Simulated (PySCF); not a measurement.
A side-by-side comparison of computed properties.

First species: C₇H₁₀P₂.
InChI=1S/C7H10P2/c1-3-7-6(2)8-4-5-9-7/h4-5H,3H2,1-2H3

Second species: C4H7N.
Numbering: `[C-:1]#[N+:2][CH:3]([CH3:4])[CH3:5]` (hydrogens: H6 on C3; H7, H8, H9 on C4; H10, H11, H12 on C5)

Geometry (GFN2-xTB, Å), atoms numbered from 1 in this order:
```xyz
12
C4H7N angstrom
C     -0.1299    2.6463   -0.5205
N     -0.0950    1.4846   -0.5067
C     -0.0518    0.0801   -0.4637
C     -1.2200   -0.4366    0.3764
C      1.2951   -0.3687    0.1037
H     -0.1542   -0.2780   -1.4974
H     -1.1344   -0.0760    1.3992
H     -1.2165   -1.5235    0.3845
H     -2.1664   -0.0911   -0.0338
H      2.1120    0.0226   -0.4989
H      1.4123   -0.0062    1.1229
H      1.3501   -1.4543    0.1082
```

Levels: PBE0/pcSseg-1 for dipole moment, HOMO energy, LUMO energy and HOMO–LUMO gap; GFN2-xTB for rotational constant A and rotational constant C. Geometries: GFN2-xTB. Each structure is a single optimised conformer of the isolated species, non-relativistic unless stated. Electronic properties by PySCF.

Dipoles, sizes and rotational constants follow the conformer. The torsions of the flexible species, by atom-mapped SMILES:
- `[CH3:1][CH2:2][c:3]1[p:4][cH:5][cH:6][p:7][c:8]1[CH3:9]`: C1–C2–C3–P4 87°

Values for the first species:

| Item | Value |
| --- | --- |
| Dipole moment | 1.07 D |
| HOMO energy | -6.78 eV |
| LUMO energy | -2.23 eV |
| HOMO–LUMO gap | 4.55 eV |
| Rotational constant A | 1.607 GHz |
| Rotational constant C | 0.711 GHz |

Problem. Estimate the same properties for the second species, and the change in each.

Solution. 
```json
{"property": "dipole moment", "first": "1.07 D", "second": "3.89 D", "second less first": "+2.82 D"}
{"property": "HOMO energy", "first": "-6.78 eV", "second": "-8.47 eV", "second less first": "-1.69 eV"}
{"property": "LUMO energy", "first": "-2.23 eV", "second": "0.77 eV", "second less first": "+3.00 eV"}
{"property": "HOMO–LUMO gap", "first": "4.55 eV", "second": "9.24 eV", "second less first": "+4.69 eV"}
{"property": "rotational constant A", "first": "1.607 GHz", "second": "8.014 GHz", "second less first": "+6.407 GHz"}
{"property": "rotational constant C", "first": "0.711 GHz", "second": "3.151 GHz", "second less first": "+2.440 GHz"}
```

On the first: A dipole of 1.07 D is allowed in C1, and pure rotational transitions are dipole-allowed. In atomic units the dipole is 0.42 e·bohr (1 au = 2.5417 D).

On the second: The dipole equals about 13.0 × 10⁻³⁰ C·m (1 D = 3.33564 × 10⁻³⁰ C·m).
